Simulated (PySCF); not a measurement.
The PySCF input:
```python
from pyscf import gto, scf, dft

mol = gto.Mole()
mol.atom = '''
    F    -1.22363536   -0.84799539    0.05148653
    As   -0.02211217    0.42725140   -0.01934179
    F     1.30471333   -0.71859307    0.01943336
'''
mol.basis = 'def2-svp'
mol.spin = 1
mol.verbose = 4
mol.build()

mf = dft.UKS(mol)
mf.xc = 'm062x'
mf.kernel()
mf.analyze()
```

Question: What does this run give for the <S^2>, total energy?

Answer: 
The <S^2> comes out as 0.757. The total energy is -2435.0798 Eh.

These values belong to the state on which the SCF converged, which isn't shown to be the lowest.
